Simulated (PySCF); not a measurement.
# First-order multiplets

Cartesian coordinates in Å; atom numbers follow the order of the lines, from 1:
```xyz
16

C     3.0806   -0.4116    0.2708
C     1.7224   -0.0860   -0.2529
C     0.6168   -0.1669    0.4745
N    -0.6546    0.1387    0.0033
C    -1.7774    0.0669    0.7775
C    -3.0408    0.4414    0.0322
O    -1.7527   -0.2682    1.9394
H     3.0233   -0.7661    1.2963
H     3.7207    0.4705    0.2413
H     3.5509   -1.1798   -0.3425
H     1.6736    0.2334   -1.2864
H     0.6160   -0.4814    1.5079
H    -0.7338    0.4326   -0.9597
H    -3.8742    0.4553    0.7282
H    -2.9368    1.4218   -0.4274
H    -3.2416   -0.2917   -0.7466
```

No solvent, no relativistic terms, fast rotation and ring inversion assumed for equivalent nuclei, one computed conformer. J couplings at B3LYP/pcJ-1 (spin–dipole term only in couplings to heteroatoms); GIAO PBE0/pcSseg-1 shieldings; geometry: GFN2-xTB; PySCF 2.14.0 with density-fitted response routines.

Chemical shifts δ = σref − σ; 13C (σref 186.93), 1H (σref 31.72) against TMS, all at this level.

Spectrometer: 800 MHz for 1H. First-order analysis; couplings under 1 Hz (under 4 Hz in carbon signals) are ignored, and nearly equal couplings are merged; the smaller ones broaden or split the lines further.

(1) What pattern does C5 show in the proton-coupled 13C spectrum?

(2) What pattern does H12 show (1H)?

(3) What pattern does C2 show in the proton-coupled 13C spectrum?

(4) What pattern does H11 show (1H)?

Answers

(1) A quintet at δ 166.0: 5.8 Hz to H13 and H14/H15/H16 (4 × 1H, 2 bonds away). Lines in Hz from the centre (relative intensity): +11.6 (1), +5.8 (4), +0.0 (6), -5.8 (4), -11.6 (1). The outer lines are 23.2 Hz apart, the sum of the couplings kept, or 0.115 ppm at this field.

(2) A doublet of doublets of quartets at δ 7.16: 14.7 Hz to H11 (1 × 1H, 3 bonds away), 12.6 Hz to H13 (1 × 1H, 3 bonds away), 2.1 Hz to H8/H9/H10 (3 × 1H, 4 bonds away). Lines in Hz from the centre (relative intensity): +16.8 (1), +14.7 (3), +12.6 (3), +10.5 (1), +4.2 (1), +2.1 (4), +0.0 (6), -2.1 (4), -4.2 (1), -10.5 (1), -12.6 (3), -14.7 (3), -16.8 (1). The outer lines are 33.6 Hz apart, the sum of the couplings kept, or 0.042 ppm at this field.

(3) A doublet of quartets at δ 107.8: 153.4 Hz to H11 (1 × 1H, 1 bond away), 7.0 Hz to H8/H9/H10 (3 × 1H, 2 bonds away). Lines in Hz from the centre (relative intensity): +87.2 (1), +80.2 (3), +73.2 (3), +66.2 (1), -66.2 (1), -73.2 (3), -80.2 (3), -87.2 (1). The outer lines are 174.4 Hz apart, the sum of the couplings kept, or 0.867 ppm at this field.

(4) A doublet of quartets at δ 4.95: 14.7 Hz to H12 (1 × 1H, 3 bonds away), 7.3 Hz to H8/H9/H10 (3 × 1H, 3 bonds away). Lines in Hz from the centre (relative intensity): +18.3 (1), +11.0 (3), +3.7 (3), +3.6 (1), -3.6 (1), -3.7 (3), -11.0 (3), -18.3 (1). The outer lines are 36.6 Hz apart, the sum of the couplings kept, or 0.046 ppm at this field.

Exchangeable OH/NH protons stand at their gas-phase positions; hydrogen bonding in a real sample shifts them, mostly to higher δ. Unscaled 3J(H,H) at this level run about 10 % above measured values. Only one conformer was computed, so three-bond couplings in flexible chains and rings are approximate.
